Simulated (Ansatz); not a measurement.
A run for Ansatz (an electronic-structure program): R-CCSD(T)/def2-TZVPP on CH3FOSn (SMILES C[O][Sn][F]), a point of a torsion scan. Elements past Kr take the def2 small-core potentials; no spin–orbit coupling. The run froze 12 orbitals, filled d shells among them.

Ansatz 0.2 input:
```yaml
crystal:
  periodic: [false, false, false]
  atoms:
    - {symbol: C, position_ang: [-0.90985333, -0.24141702, 0.23243037]}
    - {symbol: O, position_ang: [-0.55717135, 1.09894567, -0.03066487]}
    - {symbol: Sn, position_ang: [-0.52325207, 2.92081121, -0.84889827]}
    - {symbol: F, position_ang: [-2.04890938, 2.96334680, -2.28518656]}
    - {symbol: H, position_ang: [-0.43480056, -0.90189943, -0.49483703]}
    - {symbol: H, position_ang: [-1.99097224, -0.37292352, 0.17144065]}
    - {symbol: H, position_ang: [-0.57008531, -0.50917631, 1.23587719]}
basis:
  gaussian:
    orbitals: def2-TZVPP
magnetization: {spin_polarized: false}
correlation: {method: ccsd_t, electrons: outside_noble_gas}
scf: {lower_state_search: off}
```

It printed:

```
WARN ansatz: RAYON_NUM_THREADS=1 ignored (pool sized by the plan → 1); use --threads N
Functional definition: HF
these checks for a lower state are left out or cut short: stability, starts, cluster_reference, orbital_swaps, neighbouring_geometries, increment
integrals: 0.63 GiB planned
1307 factors; integrals over basis functions are off by at most 1.0e-3 eV
mean field: 0.55 GiB planned
mean field evaluation 1: about -11624.8365 eV, gradient 5.1e1 eV
mean field evaluation 2: about -11625.0047 eV, gradient 5.1e1 eV
mean field evaluation 4: about -11630.0683 eV, gradient 3.4e0 eV
mean field evaluation 8: about -11630.1478 eV, gradient 5.9e-1 eV
mean field evaluation 16: about -11630.1496 eV, gradient 2.2e-6 eV
mean field -11630.14961799 eV, -427.4001152625 hartree, gradient 2.2e-6 eV, S^2 0.000000; 0 other end points of the search recorded, 0 dependent functions left out
12 core orbitals not correlated, not the lowest: weight in the atoms' cores, before any rotation towards them, 0.831 or more for the frozen orbitals, at most 0.182 for the correlated occupied ones
reference -11630.14961799 eV, -427.4001152625 hartree; 12, 12 occupied and 161, 161 virtual orbitals, 1307 factors
second order -20.63640599 eV of doubles, -0.00000000 eV of singles
coupled cluster: 1.86 GiB planned
cycle   1  -20.31709365 eV  change    3.2e-1 eV  update   1.3e-1
cycle   2  -20.84931059 eV  change   -5.3e-1 eV  update   5.2e-2
cycle   3  -21.03001010 eV  change   -1.8e-1 eV  update   2.7e-2
cycle   4  -21.01761664 eV  change    1.2e-2 eV  update   8.9e-3
cycle   5  -21.00851597 eV  change    9.1e-3 eV  update   4.5e-3
cycle   6  -21.01058679 eV  change   -2.1e-3 eV  update   2.0e-3
cycle   7  -21.01085234 eV  change   -2.7e-4 eV  update   6.6e-4
cycle   8  -21.01044948 eV  change    4.0e-4 eV  update   3.1e-4
cycle   9  -21.01047842 eV  change   -2.9e-5 eV  update   1.1e-4
cycle  10  -21.01060429 eV  change   -1.3e-4 eV  update   5.2e-5
cycle  11  -21.01052640 eV  change    7.8e-5 eV  update   2.0e-5
cycle  12  -21.01053463 eV  change   -8.2e-6 eV  update   9.9e-6
perturbative correction -0.78645801 eV, -0.0289017989 hartree
Total energy: -11651.94661064 eV, -428.2011399678 hartree
Checks for a lower state left out: stability, starts, cluster_reference, orbital_swaps, neighbouring_geometries, increment
```

Self-consistency was reached.

Cost: roughly 80 core-seconds.
